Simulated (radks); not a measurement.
Results of a calculation; reference values are marked as such.
Problem. Isoelectronic series with 38 electrons, each ion in its NIST ground configuration. Code: a radial shooting solver on a logarithmic mesh with Libxc functionals. Model: scalar-relativistic Kohn-Sham, r2SCAN, spin-polarised, spherical densities, finite nucleus; open shells are filled with parallel spins first (spin-orbit coupling, left out, can overturn this in heavy ions); meta-GGA in the generalised Kohn-Sham scheme; Fermi nuclear charge, rms radius of each element as measured or else 0.836 A^(1/3) + 0.57 fm. Total energies (hartree) and orbital eigenvalues (Ry) (* marks an orbital that is empty in some or all of the ions):

| ion | configuration | E (hartree) | 5s* | 4p | 4s | 3d |
|---|---|---|---|---|---|---|
| Sr | [Kr] 5s2 | -3179.98270 | -0.26314 | -1.73958 | -3.11481 | -9.56834 |
| Nb3+ | [Kr] 4d2 | -3818.51832 | -1.84932 | -4.88322 | -6.71407 | -16.92094 |
| Ru6+ | [Kr] 4d2 | -4522.71383 | -4.53798 | -9.81503 | -12.18936 | -27.03599 |
| Ag9+ | [Kr] 4d2 | -5292.92181 | -8.10095 | -16.04986 | -19.01419 | -39.35217 |
| Sn12+ | [Kr] 4d2 | -6129.99327 | -12.49251 | -23.52591 | -27.13218 | -53.78363 |
| I15+ | [Kr] 4d2 | -7034.96132 | -17.69700 | -32.22119 | -36.53113 | -70.29349 |
| Ba18+ | [Kr] 4d2 | -8009.0068 | -23.71084 | -42.12805 | -47.21533 | -88.86298 |
| Pr21+ | [Kr] 4d2 | -9053.4602 | -30.53694 | -53.24601 | -59.19817 | -109.4823 |
| Sm24+ | [Kr] 4d2 | -10169.7634 | -38.18238 | -65.57891 | -72.49910 | -132.1469 |
| Tb27+ | [Kr] 4d2 | -11359.6324 | -46.65778 | -79.13348 | -87.14347 | -156.8555 |
| Er30+ | [Kr] 4d2 | -12624.7575 | -55.97603 | -93.91876 | -103.1601 | -183.6092 |
| Lu33+ | [Kr] 4d2 | -13967.2266 | -66.15315 | -109.9455 | -120.5838 | -212.4106 |
| W36+ | [Kr] 4d2 | -15389.3290 | -77.20777 | -127.2260 | -139.4544 | -243.2637 |
| Ir39+ | [Kr] 4d2 | -16893.4438 | -89.16076 | -145.7742 | -159.8160 | -276.1738 |

Estimate the row of Hg42+ ([Kr] 4d2).

Solution. E (hartree) -18482.3090; 5s* -102.0361; 4p -165.6051; 4s -181.7190; 3d -311.1467.
